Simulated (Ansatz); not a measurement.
Consider the formal loss of a carbene: `C[CH](C)[AlH][OH]` → `[CH2]` (triplet) + `C[CH2][AlH][OH]`.

Calculated with Ansatz (gas phase, PBE0-D4/def2-TZVP geometries, no zero-point term in ΔE). CCSD(T)/CBS is the MP2 limit (def2-TZVPP, def2-QZVPP) plus CCSD(T) − MP2 in def2-TZVPP, frozen cores. This one scheme is used for every species. DFT in def2-TZVPP. Triplets are unrestricted, without spin–orbit coupling. Each species was taken in one conformer, which may not be the lowest.

CCSD(T)/CBS gives +4.43 eV.

Problem. Another level gave +5.19 eV. Which?
A. CAM-B3LYP/def2-TZVPP
B. B97M-V/def2-TZVPP
C. CCSD/def2-TZVPP
D. LDA (SPW92)/def2-TZVPP

Solution. D. LDA (SPW92) 5.19, B97M-V 4.41, CAM-B3LYP 4.31, CCSD/def2-TZVPP 4.20 eV.

Largest T1 diagnostic among the species: 0.011.

From BLYP to BHLYP (50 % exact exchange), in def2-TZVPP and without D4, ΔE moves by −0.04 eV. At CCSD(T), def2-SVP lies −0.14 eV from the extrapolated value and def2-TZVPP −0.11 eV.
